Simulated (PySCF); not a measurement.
BH₆N, SMILES [NH3+][BH3-]. Atoms are numbered in the order given.

```xyz
8

B      0.0000     0.0000    -0.9299
N      0.0000     0.0000     0.7283
H      0.0000    -1.1673    -1.2413
H      1.0110     0.5837    -1.2413
H     -1.0110     0.5837    -1.2413
H     -0.8217    -0.4744     1.0916
H      0.0000     0.9488     1.0916
H      0.8217    -0.4744     1.0916
```
Charge 0, spin multiplicity 1.

Geometry optimised at B3LYP-D3(BJ)/def2-TZVP.

Calculation: M06-2X/def2-TZVPD in PySCF.

Computed frontier levels, gap, dipole moment and polarisability:
```yaml
highest_occupied_level: -9.12 eV
lowest_empty_level: -0.32 eV
orbital_gap: 8.80 eV
dipole_moment: 1.089 e·Å
quadrupole, principal values (traceless, Buckingham form, about the centre of nuclear charge): -0.30, 0.15, 0.15 D·Å
mean_static_polarisability: 31.3 bohr³ (4.64 Å³)
polarisability_principal_values: 30.7, 30.7, 32.7 bohr³
```
